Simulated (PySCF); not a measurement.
PySCF job for GeH3IZn, SMILES [GeH3][Zn][I], PBE0-D3(BJ)/def2-SVP. The structure is a stationary point at PBE0-D3(BJ)/def2-SVP. The structure was generated by enumeration; whether it is a known compound was not checked. The def2 effective core potentials stand for the cores of I; spin–orbit coupling is left out.

```python
import numpy as np
from pyscf import gto, scf, dft, df
from pyscf.hessian import thermo

mol = gto.M(
    atom='''
    Zn   -0.00000000   -0.00000000    0.37807765
    I     0.00000000    0.00000000   -2.07184174
    Ge    0.00000000    0.00000000    2.76546477
    H     1.24446918    0.71849462    3.32347010
    H    -1.24446918    0.71849462    3.32347010
    H    -0.00000001   -1.43698923    3.32347009
    ''',
    basis='def2-SVP',
    ecp={'I': 'def2-svp'},
    charge=0,
    spin=0,
    max_memory=1600,
    verbose=3,
)
mf = dft.RKS(mol, xc='pbe0').density_fit(auxbasis='def2-universal-jkfit')
mf.disp = 'd3bj'
mf.grids.level = 3
mf.conv_tol = 1e-11
mf.max_cycle = 100
mf.kernel()

# [left out here: the lines that compute and print the analytic Hessian (its translational invariance restored by hand, since the grid's response is missing), thermochemistry and intensities]
```

Log of the run:

```
converged SCF energy = -4154.95340474159

WARN: DFTD3 does not support analytical Hessian, using finite difference


WARN: Mole.unit (angstrom) is changed to Bohr

Mode                                 0                   1                   2
Irrep
Freq [cm^-1]                       62.2452             62.2458            161.6424
Reduced mass [au]                  16.4510             16.4511             34.7117
Force const [Dyne/A]                0.0376              0.0376              0.5344
Char temp [K]                      89.5570             89.5579            232.5674
Normal mode                   x     y     z       x     y     z       x     y     z
       0  Zn                -0.10 -0.04 -0.00    0.04 -0.10 -0.00    0.00 -0.00  0.01
       1   I                 0.03  0.01  0.00   -0.01  0.03  0.00   -0.00  0.00 -0.06
       2  Ge                 0.04  0.02 -0.00   -0.02  0.04 -0.00   -0.00  0.00  0.09
       3   H                 0.08  0.04 -0.12   -0.04  0.08 -0.01    0.00  0.00  0.08
       4   H                 0.08  0.04  0.07   -0.04  0.08 -0.10   -0.00  0.00  0.08
       5   H                 0.08  0.04  0.05   -0.04  0.08  0.11   -0.00 -0.00  0.08
Mode                                 3                   4                   5
Irrep
Freq [cm^-1]                      321.2996            413.0350            413.0363
Reduced mass [au]                  49.6212              1.0796              1.0796
Force const [Dyne/A]                3.0181              0.1085              0.1085
Char temp [K]                     462.2786            594.2654            594.2673
Normal mode                   x     y     z       x     y     z       x     y     z
       0  Zn                 0.00  0.00 -0.11    0.02  0.01  0.00    0.01 -0.02 -0.00
       1   I                -0.00 -0.00  0.03   -0.00 -0.00 -0.00   -0.00  0.00  0.00
       2  Ge                -0.00 -0.00  0.04   -0.02 -0.01 -0.00   -0.01  0.02  0.00
       3   H                 0.00  0.00  0.04    0.24  0.08 -0.66    0.13 -0.31  0.11
       4   H                -0.00  0.00  0.04    0.27  0.14  0.43    0.06 -0.28  0.51
       5   H                -0.00 -0.00  0.04    0.31  0.09  0.23    0.12 -0.24 -0.62
Mode                                 6                   7                   8
Irrep
Freq [cm^-1]                      784.2519            886.3878            886.3925
Reduced mass [au]                   1.0395              1.0173              1.0173
Force const [Dyne/A]                0.3767              0.4709              0.4709
Char temp [K]                    1128.3639           1275.3147           1275.3215
Normal mode                   x     y     z       x     y     z       x     y     z
       0  Zn                -0.00  0.00 -0.00   -0.00 -0.00 -0.00    0.00 -0.00  0.00
       1   I                -0.00  0.00  0.00    0.00  0.00  0.00   -0.00  0.00  0.00
       2  Ge                 0.00  0.00  0.02   -0.00 -0.01  0.00    0.01 -0.00 -0.00
       3   H                 0.17  0.10 -0.53   -0.36  0.49  0.19   -0.11  0.40 -0.28
       4   H                -0.17  0.10 -0.53    0.37  0.54  0.15   -0.07 -0.34  0.30
       5   H                -0.00 -0.19 -0.53    0.04 -0.12 -0.34   -0.73 -0.01 -0.02
Mode                                 9                  10                  11
Irrep
Freq [cm^-1]                     2138.4287           2147.2355           2147.2400
Reduced mass [au]                   1.0125              1.0241              1.0241
Force const [Dyne/A]                2.7279              2.7821              2.7821
Char temp [K]                    3076.7228           3089.3938           3089.4003
Normal mode                   x     y     z       x     y     z       x     y     z
       0  Zn                -0.00 -0.00 -0.00   -0.00  0.00  0.00   -0.00 -0.00  0.00
       1   I                 0.00  0.00  0.00    0.00 -0.00 -0.00    0.00  0.00  0.00
       2  Ge                -0.00 -0.00  0.01   -0.01  0.00 -0.00   -0.00 -0.01 -0.00
       3   H                -0.47 -0.27 -0.19    0.54  0.33  0.25    0.35  0.18  0.16
       4   H                 0.47 -0.27 -0.19    0.57 -0.34 -0.26   -0.32  0.16  0.14
       5   H                -0.00  0.54 -0.19   -0.03 -0.02  0.01   -0.00  0.75 -0.30
temperature 298.1500 [K]
pressure 101325.00 [Pa]
Rotational constants [GHz] 80.93351 0.44204 0.44204
Symmetry number 3
Zero-point energy (ZPE) 0.02375 [Eh]   62346.022 [J/mol]
                           tot       elec      trans        rot        vib
Entropy [J/mol/K]       346.584      0.000    178.472    105.550     62.562
Cv [J/mol/K]             75.511      0.000     12.472     12.472     50.568
Cp [J/mol/K]             83.826      0.000     20.786     12.472     50.568
Internal energy [J/mol]                      3718.434   3718.434  71346.038
Internal energy [Eh]   -4154.92340  -4154.95340
Enthalpy [J/mol]                             6197.391   3718.434  71346.038
Enthalpy [Eh]          -4154.92245
Gibbs free energy [J/mol]                  -47014.040 -27751.310  52693.104
Gibbs free energy [Eh] -4154.96181
static polarisability / bohr^3: [[ 5.76050e+01  0.00000e+00  0.00000e+00]
 [ 0.00000e+00  5.76050e+01 -1.00000e-03]
 [-0.00000e+00  0.00000e+00  1.28936e+02]]
largest difference of analytic and finite-field dipole derivatives / e: 0.0011462086193352317
mode   freq/cm-1   IR/(km/mol)   Raman/(A^4/amu)   depolarisation
   1       62.25         3.693             0.041            0.750
   2       62.25         3.693             0.041            0.750
   3      161.64         6.290            16.734            0.268
   4      321.30        30.106             0.654            0.090
   5      413.04         3.724             0.452            0.750
   6      413.04         3.724             0.450            0.750
   7      784.25       296.418             3.085            0.713
   8      886.39        30.179            32.485            0.750
   9      886.39        30.179            32.476            0.750
  10     2138.43        88.972           365.325            0.001
  11     2147.24       106.188           175.243            0.750
  12     2147.24       106.182           175.277            0.750
max |gradient| / (hartree/bohr): 7.122805342212995e-05
APT charges: [ 0.6884 -0.5737  0.634  -0.2496 -0.2496 -0.2496]
```

The run converged.
